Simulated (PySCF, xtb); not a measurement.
ClGe2H5, SMILES [GeH2]([GeH3])[Cl].

Harmonic wavenumbers (cm⁻¹) from GFN2-xTB in xtb 6.7.1 at its own minimum, in rising order: 25, 90, 251, 295, 380, 401, 439, 611, 640, 762, 857, 859, 862, 1790, 1857, 1946, 2038, 2043.

What does PBE0-D3(BJ)/def2-SVP (PySCF) give at its own minimum? (Estimate from the structure and the level; the computed values follow.)

87, 88, 269, 343, 418, 467, 523, 658, 731, 799, 871, 882, 885, 2149, 2156, 2162, 2170, 2177. Paired by order, the mean absolute difference is 94 cm⁻¹ and the zero-point energies are 23.1 and 25.5 kcal/mol.
